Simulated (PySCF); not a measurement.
## Worked example: oscillator strength and radiative lifetime

N-silylprop-2-yn-1-amine (C3H7NSi), SMILES N([SiH3])CC#C.

Coordinates come from a PBE0-D3(BJ)/def2-SVP optimisation. The values are those of a single conformer.

TDA-PBE/def2-SVPD run with PySCF puts the first singlet state with f over 0.02 at 6.23 eV (vertical), with the transition dipole (-0.260, 0.257, -0.113) in atomic units.

**Question.** Find the oscillator strength, the wavelength and the radiative lifetime that this transition would have in vacuum if emission retraced absorption.

**Answer.** 
|μ|² = 0.1464 au, so |μ| = 0.97 D. ΔE = 6.23/27.211 = 0.2289 hartree. f = (2/3) ΔE |μ|² = 0.022 (the program prints 0.022).
λ = 1239.84/6.23 = 199 nm; ν = 50248 cm⁻¹.
Einstein's coefficient A = 0.6670 ν² f s⁻¹ (ν in cm⁻¹) = 3.8e7 s⁻¹, so τ = 1/A = 27 ns. This state is S5; the lower singlets have f = 0.016, 0.000, 0.012, 0.006. The figure is the radiative limit of this one transition; relaxation, internal conversion, crossing to triplets and a medium change what is measured.
